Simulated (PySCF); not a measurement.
Point-charge models of `CC(C)(CCF)CO[SiH3]` against its computed dipole.

Coordinates (GFN2-xTB, Å) and charges (e) from the PBE0/pcSseg-1 density (PySCF):

```json
{"atom": "C1", "x": "-0.173", "y": "-1.701", "z": "-1.134", "Mulliken": "-0.1420", "IAO": "-0.4176", "Hirshfeld": "-0.1225", "ESP-fitted": "-0.5363"}
{"atom": "C2", "x": "-0.404", "y": "-0.755", "z": "0.050", "Mulliken": "-0.6347", "IAO": "+0.0470", "Hirshfeld": "+0.0207", "ESP-fitted": "+0.5556"}
{"atom": "C3", "x": "-0.896", "y": "-1.557", "z": "1.255", "Mulliken": "-0.1364", "IAO": "-0.4234", "Hirshfeld": "-0.1234", "ESP-fitted": "-0.5493"}
{"atom": "C4", "x": "-1.444", "y": "0.296", "z": "-0.387", "Mulliken": "-0.1785", "IAO": "-0.2752", "Hirshfeld": "-0.0786", "ESP-fitted": "-0.2233"}
{"atom": "C5", "x": "-1.636", "y": "1.495", "z": "0.531", "Mulliken": "+0.1903", "IAO": "+0.0442", "Hirshfeld": "+0.0252", "ESP-fitted": "+0.1052"}
{"atom": "F6", "x": "-2.183", "y": "1.144", "z": "1.745", "Mulliken": "-0.3465", "IAO": "-0.3362", "Hirshfeld": "-0.1152", "ESP-fitted": "-0.2552"}
{"atom": "C7", "x": "0.933", "y": "-0.086", "z": "0.409", "Mulliken": "+0.1973", "IAO": "-0.0478", "Hirshfeld": "+0.0095", "ESP-fitted": "-0.2770"}
{"atom": "O8", "x": "1.331", "y": "0.790", "z": "-0.604", "Mulliken": "-0.6495", "IAO": "-0.6486", "Hirshfeld": "-0.2049", "ESP-fitted": "-0.3123"}
{"atom": "Si9", "x": "2.707", "y": "1.621", "z": "-0.775", "Mulliken": "+0.7002", "IAO": "+0.8759", "Hirshfeld": "+0.3831", "ESP-fitted": "+0.5635"}
{"atom": "H10", "x": "-1.117", "y": "-2.115", "z": "-1.481", "Mulliken": "+0.1092", "IAO": "+0.1357", "Hirshfeld": "+0.0391", "ESP-fitted": "+0.1139"}
{"atom": "H11", "x": "0.477", "y": "-2.523", "z": "-0.842", "Mulliken": "+0.1052", "IAO": "+0.1326", "Hirshfeld": "+0.0371", "ESP-fitted": "+0.1349"}
{"atom": "H12", "x": "0.296", "y": "-1.164", "z": "-1.955", "Mulliken": "+0.1208", "IAO": "+0.1423", "Hirshfeld": "+0.0348", "ESP-fitted": "+0.1317"}
{"atom": "H13", "x": "-1.814", "y": "-2.082", "z": "1.003", "Mulliken": "+0.1108", "IAO": "+0.1401", "Hirshfeld": "+0.0416", "ESP-fitted": "+0.1439"}
{"atom": "H14", "x": "-0.150", "y": "-2.291", "z": "1.550", "Mulliken": "+0.1017", "IAO": "+0.1309", "Hirshfeld": "+0.0367", "ESP-fitted": "+0.1150"}
{"atom": "H15", "x": "-1.095", "y": "-0.910", "z": "2.103", "Mulliken": "+0.1265", "IAO": "+0.1498", "Hirshfeld": "+0.0299", "ESP-fitted": "+0.1375"}
{"atom": "H16", "x": "-2.406", "y": "-0.206", "z": "-0.511", "Mulliken": "+0.1222", "IAO": "+0.1364", "Hirshfeld": "+0.0395", "ESP-fitted": "+0.0878"}
{"atom": "H17", "x": "-1.138", "y": "0.699", "z": "-1.353", "Mulliken": "+0.1314", "IAO": "+0.1491", "Hirshfeld": "+0.0412", "ESP-fitted": "+0.0483"}
{"atom": "H18", "x": "-0.693", "y": "2.004", "z": "0.743", "Mulliken": "+0.1088", "IAO": "+0.1333", "Hirshfeld": "+0.0372", "ESP-fitted": "+0.0543"}
{"atom": "H19", "x": "-2.340", "y": "2.203", "z": "0.079", "Mulliken": "+0.1044", "IAO": "+0.1388", "Hirshfeld": "+0.0438", "ESP-fitted": "+0.0699"}
{"atom": "H20", "x": "0.844", "y": "0.458", "z": "1.357", "Mulliken": "+0.1112", "IAO": "+0.1177", "Hirshfeld": "+0.0338", "ESP-fitted": "+0.1313"}
{"atom": "H21", "x": "1.696", "y": "-0.861", "z": "0.550", "Mulliken": "+0.1068", "IAO": "+0.1192", "Hirshfeld": "+0.0360", "ESP-fitted": "+0.1215"}
{"atom": "H22", "x": "2.437", "y": "2.238", "z": "-2.064", "Mulliken": "-0.1149", "IAO": "-0.1302", "Hirshfeld": "-0.0768", "ESP-fitted": "-0.1207"}
{"atom": "H23", "x": "3.871", "y": "0.729", "z": "-0.777", "Mulliken": "-0.1220", "IAO": "-0.1561", "Hirshfeld": "-0.0833", "ESP-fitted": "-0.1181"}
{"atom": "H24", "x": "2.885", "y": "2.593", "z": "0.309", "Mulliken": "-0.1219", "IAO": "-0.1579", "Hirshfeld": "-0.0847", "ESP-fitted": "-0.1219"}
```

Q: Compute μ = Σ q r for each scheme (1 e·Å = 4.803 D) and compare with the dipole of the full density.

A: The full density gives (1.01, -0.12, -0.79) D, 1.29 D in size; dipole vectors point from the negative to the positive end.

| scheme | μx | μy | μz | size (D) | share of the full size (%) | angle to the full dipole (°) |
| --- | --- | --- | --- | --- | --- | --- |
| Mulliken | 1.62 | -0.15 | -0.70 | 1.77 | 137 | 15 |
| IAO | 2.31 | 0.56 | -1.66 | 2.90 | 225 | 16 |
| Hirshfeld | 0.75 | 0.17 | -0.57 | 0.96 | 74 | 15 |
| ESP-fitted | 1.03 | -0.11 | -0.78 | 1.29 | 100 | 1 |

Q: Which set comes closest?

A: Length of the difference vector: ESP-fitted 0.02 D, Hirshfeld 0.44 D, Mulliken 0.62 D, IAO 1.70 D. Closest: ESP-fitted. 

Q: What is left for the Hirshfeld atoms' own dipoles?

A: The shares of the density sum to the whole, so what Σ q r misses lies in dipoles about the nuclei. The atomic dipoles sum to (1.01, -0.12, -0.79) − (0.75, 0.17, -0.57) = (0.26, -0.29, -0.22) D, 0.44 D in size.

Q: With the origin at the mean of the coordinates, (0.000, 0.001, -0.008) Å, which are the largest single terms, by size, of the ESP-fitted dipole along the direction of the full one?

A: Si9 +6.62, F6 +3.54, C3 +3.53, O8 -2.01, H23 -1.95 D; all 24 atoms together +1.29 D. The single terms depend on the origin, their sum doesn't.

Q: Give the size of the full dipole in other units.

A: 1.29 D = 0.508 au = 0.269 e·Å = 4.31 × 10⁻³⁰ C·m.

One conformer (not necessarily the lowest) at the GFN2-xTB geometry, without solvent, vibrations or thermal averaging.

Shape of the structure used: `[CH3:1][C:2]([CH3:3])([CH2:4][CH2:5][F:6])[CH2:7][O:8][SiH3:9]`: C1–C2–C4–C5 -169°, C2–C4–C5–F6 -67°, C1–C2–C7–O8 68°, C2–C7–O8–Si9 -174°.
